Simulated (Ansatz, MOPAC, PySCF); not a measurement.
Pair of molecules: C2H2 (SMILES C#C) (first 4 atoms) with CH5N (SMILES CN); geometry from B3LYP-D3(BJ)/def2-TZVP, rigid monomers moved along the line of their centres of mass till C2···H11 is 2.44 Å.
(charge 0, multiplicity 1):
```xyz
11

C      0.2561    -0.6522     0.0355
C     -0.0976     0.4239     0.4223
H      0.5681    -1.6084    -0.3081
H     -0.4164     1.3766     0.7690
C     -0.5836     0.4412     3.7686
N      0.5983    -0.3772     3.5131
H     -0.7258     0.5503     4.8452
H     -1.4643    -0.0679     3.3742
H     -0.5573     1.4511     3.3324
H      1.4330     0.0766     3.8638
H      0.7247    -0.5095     2.5168
```

Counterpoise-corrected where a basis set is named; no monomer relaxation. Rows marked so take none.

Rows in STO-3G carry no dispersion term and start afresh at each structure. The state reached by PM3 isn't checked.

Run with Ansatz (an electronic-structure program); MOPAC for PM3 (differences of heats of formation); PySCF for STO-3G rows, the dispersion terms. Values without a source in brackets are computed.

### Question
One of these levels gives 36.2 meV for the interaction energy. Name it.
A. PM3
B. PBE-D4/def2-TZVPPD
C. HF/STO-3G (no counterpoise)

### Answer
C, HF/STO-3G (no counterpoise). The others give -11.9 (PM3), -67.9 (PBE-D4/def2-TZVPPD)
